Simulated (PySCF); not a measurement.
**Bond length, frequency and bond energy of KGa⁺ by level of theory**

State: ²Σ⁺ (doublet), unpaired electrons σ ↑. Set-up: PySCF, no relativity, basis sets K def2-SVP, Ga def2-SVP. De refers to K⁺ + Ga in their high-spin ground configurations, without counterpoise correction. The functionals are run spin-unrestricted. A positive dipole points towards Ga; it is taken about the centre of mass and depends on that origin.

```tsv
Level	Re (Å)	ωe (cm⁻¹)	De (eV)	μ (D)	CPU s a point (SCF and correlation, without the integrals)
UHF	4.082	69.4	0.465	-9.58	0.18
UHF-MP2	3.993	72.5	0.491	n/a	0.32
UHF-SCS-MP2	4.011	71.8	0.482	n/a	n/a
UHF-CCSD	4.001	72.7	0.485	n/a	n/a
UHF-CCSD(T)	3.998	72.8	0.486	n/a	8.7
PBE	3.997	66.9	0.61	-8.16	0.72
r²SCAN	3.996	69.5	0.53	-8.96	0.98
PBE0	3.958	70.3	0.56	-8.58	1.1
M06	3.966	62.5	0.51	-8.72	1.1
MN15	3.908	74.0	0.50	-8.98	1.1
BHandHLYP	3.944	71.9	0.54	-8.75	0.61
ωB97X	3.833	77.9	0.496	-8.99	0.98
```

Q: Which functional lies closest to UHF-CCSD(T) in De, which farthest, and by how much do they differ from it?

A: Closest is ωB97X (-16.5 pm in Re, +7.0 % in ωe, +0.01 eV in De against UHF-CCSD(T) in the same basis), farthest PBE (-0.1 pm in Re, -8.1 % in ωe, +0.12 eV in De). CCSD(T) converges more slowly with the basis than the functionals do and binds too weakly in this one, so the order can change at the basis-set limit.

Q: What does the step from GGA to meta-GGA do here, going from PBE to r²SCAN?

A: r²SCAN less PBE: -0.1 pm in Re, +3.9 % in ωe, -0.08 eV in De. 

Q: What does all correlation do here, going from UHF to UHF-CCSD(T)?

A: UHF-CCSD(T) less UHF: -8.4 pm in Re, +4.9 % in ωe, +0.02 eV in De. Correlation nearly always deepens the well. The bond shortens, as in weak, metallic or heavy-atom bonds, where dispersion and the correlation of outer-core electrons pull the atoms together.

Correlated steps freeze 14 core orbitals. Correlated levels converge slowly with the basis: in double zeta they bind strong bonds too weakly, by up to about 1 eV, and carry superposition errors of some tenths. Spin–orbit coupling is left out. For an ion De counts to the pair picked by the measured ionisation energies or electron affinities, which need not be the lowest pair at this level. The state was picked by a PBE0 search and need not be the measured ground state.

The whole job (state search and all levels along the bond) took about 3.3 min on 1 thread of Arm Neoverse V1 (shared host), peak memory 0.75 GiB.
